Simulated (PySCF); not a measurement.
AlClHI, SMILES [Cl][AlH][I]. Atoms are numbered in the order given.

```xyz
4

Al     0.8468    -1.1039     0.0000
Cl    -0.4680    -2.7339     0.0000
H      2.3885    -1.3446     0.0000
I     -0.1027     1.1730     0.0000
```
Charge 0, spin multiplicity 1.

Geometry optimised at B3LYP-D3(BJ)/def2-TZVP. The def2 effective core potentials stand for the cores of I; spin–orbit coupling is left out.

Computed with B3LYP-D3(BJ)/def2-TZVP in PySCF.

Frequencies are harmonic and unscaled.

Computed normal modes with their intensities:
| mode | ν (cm⁻¹) | IR (km/mol) | moving atoms (share of kinetic energy) |
|---|---|---|---|
| 1 | 119 | 3.1 | Cl 57 %, Al 22 %, I 20 % |
| 2 | 338 | 33.5 | Al 70 %, I 17 %, Cl 8 % |
| 3 | 430 | 76.4 | H 82 %, Al 17 % |
| 4 | 537 | 77.4 | Al 53 %, Cl 38 % |
| 5 | 642 | 273.8 | H 89 %, Al 11 % |
| 6 | 2005 | 125.5 | H 96 % |
